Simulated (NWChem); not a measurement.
System: CaHSF; SMILES [F][Ca][SH]

Input file for NWChem:

```
start job
memory heap 200 mb stack 900 mb global 1100 mb
geometry units angstroms noautoz
  Ca     0.119568     0.505066    -0.014990
  F     -0.536693     2.347145     0.025590
  S     -0.305609    -2.063685    -0.047947
  H      1.015824    -2.360047    -0.073458
end
basis spherical
  * library def2-svp
end
dft
  xc optx lyp
  iterations 150
  mulliken
end
task dft energy
```

Structure relaxed at the PBE0/def2-SVP level.

What results follow from this input? (OLYP/def2-SVP.) Quantities: energy (Ha); highest occupied level (eV); orbital gap (eV); dipole (D).


- energy (Ha) = -1176.11
- highest occupied level (eV) = -4.88
- orbital gap (eV) = 2.25
- dipole (D) = 4.05
